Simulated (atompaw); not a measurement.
Which change was made? (S, PAW (atompaw))

```json
{
  "Element": "sulfur",
  "Generator": "atompaw 4.2.0.5",
  "Type": "PAW",
  "Functional": "LDA (PW92)",
  "Relativity": "scalar-relativistic",
  "Frozen core": "[Ne]",
  "Valence charge": "6",
  "Reference configuration": "3s2 3p4",
  "Partial waves": "3s (bound): rc 1.35 bohr; 3s channel at 3.25 Ry: rc 1.35 bohr; 3p (bound): rc 1.35 bohr; 3p channel at 3.1 Ry: rc 1.35 bohr; 3d channel at 0.45 Ry: rc 1.35 bohr; 3d channel at 2.95 Ry: rc 1.35 bohr",
  "Local potential": "troulliermartins scheme with l = 3 at 1 Ry, radius 1.10 bohr",
  "Core correction": "smooth core density matched at 0.85 bohr",
  "Augmentation charge": "sinc compensation charge, radius 1.25 bohr; PAW radius 1.35 bohr; waves and projectors: custom polynom vanderbiltortho"
}
```

Cutoffs, loose and tight: the cutoffs (Ry, on a coarse ladder) from which the occupation-weighted sum of valence levels, in a spherical-Bessel basis at the reference potential, stays within 10 and 1 mRy of its value at 400 Ry. They see the waves, projectors and local potential, not the compensation charge or the core.

The base gives: outcome: generated; cutoff, loose: 30 Ry; cutoff, tight: 50 Ry; bound ghosts: s.

**Question.** After one change the result is: outcome: generated; cutoff, loose: 35 Ry; cutoff, tight: 55 Ry; bound ghosts: p, s. Which change was it?
A. wave 3p (bound): rc 1.35 bohr becomes 3p (bound): rc 1.30 bohr
B. wave 3p (bound): rc 1.35 bohr becomes 3p (bound): rc 0.76 bohr
C. wave 3p (bound): rc 1.35 bohr becomes 3p (bound): rc 1.26 bohr
D. wave 3p (bound): rc 1.35 bohr becomes 3p (bound): rc 0.90 bohr

**Answer.** A. The others give: wave 3p (bound): rc 1.35 bohr becomes 3p (bound): rc 0.90 bohr → outcome: generated; cutoff, loose: 100 Ry; cutoff, tight: 160 Ry; bound ghosts: s, p | wave 3p (bound): rc 1.35 bohr becomes 3p (bound): rc 1.26 bohr → outcome: generated; cutoff, loose: 35 Ry; cutoff, tight: 50 Ry; bound ghosts: s | wave 3p (bound): rc 1.35 bohr becomes 3p (bound): rc 0.76 bohr → outcome: generated; cutoff, loose: 110 Ry; cutoff, tight: 200 Ry; bound ghosts: p, s.
